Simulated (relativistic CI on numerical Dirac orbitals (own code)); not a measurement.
**Gd LIX: sensitivity of the levels to the model**

Base calculation: Dirac-Coulomb-Breit CI, KLI orbitals optimised for each configuration, model QED (radiative potential, 1s self-energy scaled to tabulated hydrogen-like ionisation energies), unscaled Slater integrals.

Configuration list (outside the closed core 1s2): 2s2.2p2, 2s.2p3, 2p4, 2p3.3s, 2p3.3p, 2p3.3d, 2s2.2p.3s, 2s2.2p.3p, 2s2.2p.3d, 2s.2p2.3s, 2s.2p2.3p, 2s.2p2.3d, 2s2.2p.4s, 2s2.2p.4p, 2s2.2p.4d, 2s2.2p.4f. Levels of other configurations are missing.

Variants: (1) P86 correlation estimate; (2) QED terms removed; (3) one mean potential for all configurations. Shifts of the energy above 2s2.2p2 3P_0, in eV, for the lowest level and the first level of each name with at least 55 % of one term (blank where a level changes its place among those of its configuration and J or its character, or is not in the variant):

| Level | Base | Δ(1) | Δ(2) | Δ(3) |
| --- | --- | --- | --- | --- |
| 2s2.2p2 3P_0 | 0.00 | 0.00 | 0.00 | 0.00 |
| 2s2.2p2 3P_1 | 723.45 | 0.00 | -1.03 | +0.08 |
| 2s2.2p2 1D_2 | 741.10 | 0.00 | -1.03 | +0.08 |
| 2s2.2p2 3P_2 | 1481.79 | 0.00 | -1.87 | +0.16 |
| 2s2.2p2 1S_0 | 1533.16 | 0.00 | -1.83 | +0.15 |
| 2s.2p3 3D°_3 | 1704.61 | +0.11 | +9.13 | +0.27 |
| 2s.2p3 3P°_0 | 1753.72 | +0.11 | +9.14 | +0.26 |
| 2s.2p3 1D°_2 | 1783.18 | +0.11 | +9.16 | +0.27 |
| 2s.2p3 3P°_1 | 1786.46 | +0.11 | +9.16 | +0.26 |
| 2p4 3P_2 | 2038.60 | +0.13 | +20.15 | +0.56 |
| 2p4 1S_0 | 2093.65 | +0.13 | +20.13 | +0.58 |
| 2p4 3P_1 | 2774.22 | +0.13 | +19.33 | +0.49 |
| 2p4 1D_2 | 2792.45 | +0.13 | +19.33 | +0.49 |
| 2p4 3P_0 | 3556.40 | +0.13 | +18.31 | +0.41 |

At this charge energies of transitions that change n are usually good to better than 1 %, and those within a shell (Δn = 0) to a few per cent.

Ionisation energy from the two ground configurations alone: base 13182.5 eV. The NIST ASD value (theoretical) is 13183 eV.

LS names give the leading component of a level, which can be under half, so a name can repeat, a term be missing and a line seem to break the LS rules.
